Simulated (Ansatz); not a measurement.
Two isomers of C2H5BrOSi: A = `O[Si]1(Br)CC1`, B = `Br[SiH]1CCO1`.

Gas-phase electronic energies from Ansatz, PBE0-D4/def2-TZVP geometries. CCSD(T)/CBS adds triple-zeta CCSD(T) − MP2 to the extrapolated MP2 energy (def2 sets, frozen cores). Functionals use def2-TZVPP. B3LYP here is the variant with VWN-RPA as its local correlation; programs differ in this. For Br outer-core shells are correlated without core-valence functions, which leaves a few kJ/mol of doubt a bond. Scalar relativity is left out up to krypton. One conformer a species, not always the lowest.

Which isomer does CCSD(T)/CBS put lower? Give the gap. (An estimate is asked.)

Computed: B, by 2.5 kcal/mol.

Give E(B) − E(A) in kcal/mol with MP2/def2-TZVPP, CCSD/def2-TZVPP, CCSD(T)/def2-TZVPP, PBE-D4, B3LYP, r2SCAN-D4, B3LYP-D4. (Best estimate.)

Ansatz gave: MP2/def2-TZVPP -1.7, CCSD/def2-TZVPP -3.3, CCSD(T)/def2-TZVPP -3.0, PBE-D4 -1.9, B3LYP -2.7, r2SCAN-D4 -1.3, B3LYP-D4 -2.8. None reverses the order clearly.

Largest T1 diagnostic: 0.010.

In def2-TZVPP, CCSD(T) changes the Hartree–Fock value by +2.9 kcal/mol (the triples alone add +0.3 kcal/mol) and MP2 by +4.3 kcal/mol.
